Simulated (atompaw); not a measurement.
# An all-electron radial function and its pseudo partner (rhodium (Rh))

Columns: radius, all-electron u(r) and pseudo u(r) of the 4d shell (level -4.72 eV) of rhodium in the configuration [Ar] 3d10 4s2 4p6 4d8.5 5s0.5 5p0; PBEsol, scalar-relativistic, PAW (atompaw) scheme, atompaw 4.2.0.5.

```
r (bohr)  all-electron  pseudo
   0.102       -0.1800  0.0022
   0.204       -0.3904  0.0172
   0.306       -0.3474  0.0550
   0.408       -0.1403  0.1207
   0.510        0.1138  0.2135
   0.612        0.3482  0.3267
   0.713        0.5340  0.4480
   0.815        0.6694  0.5669
   0.917        0.7568  0.6697
   1.019        0.8050  0.7468
   1.121        0.8235  0.7935
   1.223        0.8207  0.8104
   1.325        0.8032  0.8026
   1.427        0.7762  0.7777
   1.529        0.7433  0.7439
   1.631        0.7071  0.7071
   1.733        0.6695  0.6695
   1.835        0.6317  0.6317
   1.937        0.5946  0.5946
   2.038        0.5590  0.5590
   2.140        0.5245  0.5245
   2.242        0.4916  0.4916
   2.344        0.4605  0.4605
   2.446        0.4312  0.4312
   2.548        0.4037  0.4037
   2.650        0.3778  0.3778
```

Question: How many radial nodes do the two functions have?

Answer: The all-electron 4d function has n − l − 1 = 1; the pseudo-wave has 0, since the states of the same l below it are removed with the core.

Question: At about which radius was the pseudo-wave matched?

Answer: 1.65 bohr, where the columns begin to agree (steps of 0.10 bohr).

Question: Is the pseudo-wave norm-conserving?

Answer: No, it belongs to a PAW set: the norm inside the radius is not constrained, and the difference is carried by the augmentation charge.
